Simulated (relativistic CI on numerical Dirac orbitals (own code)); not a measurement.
# Magnetism of Pt⁵⁺, 5d5, in a crystal field

Calculated by Dirac-Coulomb-Breit CI, KLI orbitals optimised for each configuration, model QED, valence Slater integrals scaled by 0.65, one configuration in a parametric crystal field (own radial code).

Field parameters in Wybourne normalisation: D3d B²₀ = −7Dσ, B⁴₀ = −14Dq − 21Dτ, B⁴₃ = −14√(10/7) Dq; Oh B⁴₀ = 21Dq, B⁴₄ = √(5/14) B⁴₀. The field is a parameter set, without covalency.

S is read from ⟨S²⟩ = S(S + 1).

Powder χT (cm³ K mol⁻¹) by Van Vleck's formula, with temperature-independent terms:

| Field | 2 K | 5 K | 10 K | 20 K | 50 K | 100 K | 200 K | 300 K |
| --- | --- | --- | --- | --- | --- | --- | --- | --- |
| D3d, 10Dq = 40800, Dσ = -680, Dτ = 40 cm⁻¹ | 0.434 | 0.434 | 0.435 | 0.437 | 0.442 | 0.45 | 0.466 | 0.483 |
| D3d, 10Dq = 41050, Dσ = -110, Dτ = 400 cm⁻¹ | 0.448 | 0.448 | 0.449 | 0.451 | 0.455 | 0.463 | 0.479 | 0.495 |
| Oh, 10Dq = 17400 cm⁻¹ | 0.494 | 0.495 | 0.496 | 0.5 | 0.509 | 0.525 | 0.556 | 0.587 |
| Oh, 10Dq = 19450 cm⁻¹ | 0.478 | 0.479 | 0.48 | 0.483 | 0.49 | 0.503 | 0.529 | 0.555 |

Problem. For D3d, 10Dq = 41050, Dσ = -110, Dτ = 400 cm⁻¹: what effective moment follows at 300 K?

Solution. μ_eff = √(8χT) = 1.99 μB. The ground level has S = 0.61; the spin-only moment for S = 1/2 is 1.73 μB. The difference comes from the orbital moment, spin-orbit mixing of terms and temperature-independent paramagnetism, all larger in this ionic model than in covalent complexes.
